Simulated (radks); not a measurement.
Results of a calculation; reference values are marked as such.
Polarisability of the aluminium ion Al2+, [Ne] 3s1, at imaginary frequency. Code: a radial shooting solver on a logarithmic mesh with Libxc functionals. Model: non-relativistic Kohn-Sham, exchange-only LDA, spin-polarised, spherical densities, point nucleus; open shells are filled with parallel spins first. Response by self-consistent Sternheimer equations with the Hartree and adiabatic exchange-only LDA kernel.

w (hartree),alpha1(iw) (bohr^3),alpha2(iw) (bohr^5)
0.00266,12.92,39.63
0.0143,12.88,39.60
0.0360,12.68,39.43
0.0697,12.05,38.90
0.118,10.71,37.60
0.186,8.583,34.95
0.280,6.072,30.40
0.413,3.841,23.93
0.605,2.256,16.58
0.892,1.284,10.01
1.35,0.7351,5.293
2.12,0.4289,2.463
3.59,0.2405,0.9875
6.94,0.1065,0.3108
17.5,0.02502,0.05644

Static values: alpha1 = 12.92 bohr^3 (1.915 angstrom^3; uncoupled 15.43), alpha2 = 39.63 bohr^5, alpha3 = 236.2 bohr^7. C6 = 33.86, C8 = 686.2, triple-dipole C9 = 319.7 atomic units. One-pole (London) frequency 4 C6 / (3 alpha1^2) = 0.270 hartree, against 0.875 for minus the highest occupied eigenvalue. The dipole shielding factor is 0.846, as the force sum rule N/Z = 0.846 demands.
